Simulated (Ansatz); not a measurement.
A series at Mo: from `[O]=[Mo]([F])([F])([F])[F]`, ligands are replaced one by one, each step taking up HCl and setting free H–F; n counts the steps. Ansatz, PBE0-D4/def2-TZVP geometries.

```csv
n,molecule,"HOMO energy, ωB97M-V/def2-TZVPP (eV)"
0,`[O]=[Mo]([F])([F])([F])[F]`,-13.46
1,`[O]=[Mo]([F])([F])([F])[Cl]`,-12.41
2,`[O]=[Mo]([F])([F])([Cl])[Cl]`,?
3,`[O]=[Mo]([F])([Cl])([Cl])[Cl]`,-11.39
```

Question: By hand: fit a straight line y = ȳ + b (n − n̄) to the 3 given rows and predict n = 2.

Answer: n̄ = 1.333, ȳ = -12.420; Σ(n − n̄)(y − ȳ) = 3.100, Σ(n − n̄)² = 4.667, so b = 0.664 eV a step. Prediction: -12.420 + (0.664) × (0.667) = -11.98 eV.

Question: By hand: compare with the computed value, -11.70 eV, and give the steps along the whole series.

Answer: The line misses by 0.28 eV (computed minus predicted). Steps: 1.05, 0.71, 0.31 eV.

The steps shrink at each stage, from 1.05 to 0.31 eV, so the series is curved. The highest orbital can change its character along such a series. The miss is 13.5 % of the series' range.
